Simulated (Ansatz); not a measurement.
A search over several starts for the lowest SCF solution of the cluster Cd2O2⁺ at the given spin, in a small basis.

```yaml
crystal:
  periodic: [false, false, false]
  atoms:
    - {symbol: Cd, position_ang: [-1.437600, -1.236356, 0.058299]}
    - {symbol: Cd, position_ang: [-1.083363, 1.555202, 0.076109]}
    - {symbol: O, position_ang: [1.183608, -0.765339, -0.070569]}
    - {symbol: O, position_ang: [1.337355, 0.446503, -0.063829]}
basis:
  gaussian: {orbitals: def2-SVP, initial_orbitals: start.molden}
total_charge: 1
magnetization: {spin_polarized: true, initial_magnetization: 1}
hamiltonian: {xc: pbe0, dispersion: d4}
output: {orbitals: {seedname: orbitals}}
```

The file start.molden holds the orbitals of an earlier run on this structure, at another level or in another basis.

```sh
$ ansatz run in.yaml --threads 4 --pin off --events-out ev --progress --plain --max-ram 3916MiB
```

Output, abridged:

```
Functional definition: PBE0
916 factors; integrals over basis functions are off by at most 1.0e-3 eV
mean field evaluation 1: about -13184.4913 eV, gradient 4.8e1 eV
mean field evaluation 2: about -13197.3334 eV, gradient 1.7e1 eV
mean field evaluation 4: about -13204.2520 eV, gradient 1.4e0 eV
mean field evaluation 8: about -13204.5180 eV, gradient 8.2e-3 eV
mean field evaluation 16: about -13203.1418 eV, gradient 1.1e1 eV
mean field evaluation 32: about -13144.9148 eV, gradient 3.3e1 eV
mean field evaluation 64: about -13142.3362 eV, gradient 3.2e1 eV
mean field evaluation 96: about -13196.7440 eV, gradient 2.6e1 eV
mean field evaluation 128: about -13204.5180 eV, gradient 6.9e-4 eV
mean field evaluation 160: about -13204.0424 eV, gradient 1.7e0 eV
mean field evaluation 192: about -13204.5151 eV, gradient 5.6e-1 eV
mean field evaluation 224: about -13203.6168 eV, gradient 7.6e-5 eV
mean field -13204.51797468 eV, -485.2570852257 hartree, gradient 6.6e-5 eV, S^2 1.435662; 10 other end points of the search recorded, 0 dependent functions left out
reference -13204.51800846 eV, -485.2570864670 hartree; 28, 27 occupied and 62, 63 virtual orbitals, 916 factors
Total energy: -13204.60333411 eV, -485.2602221268 hartree
```

It took 15 s on 4 threads of Arm Neoverse V1 on a shared host.

Other converged states that the search met: 0.33 eV higher (⟨S²⟩ = 1.25), 0.90 eV higher (⟨S²⟩ = 1.77).

In the def2 sets Cd takes a core potential; there is no spin–orbit coupling. The structure holds one bond between oxygen atoms, so isomers without such links may lie far lower. The charge 1 doublet is spin-contaminated (final ⟨S²⟩ up to 1.44, 0.75 for a pure state). The geometry of the doublet was relaxed on an unsound state (⟨S²⟩ 1.35, where a pure state has 0.75). The structure comes from a short search, and lower isomers may exist.
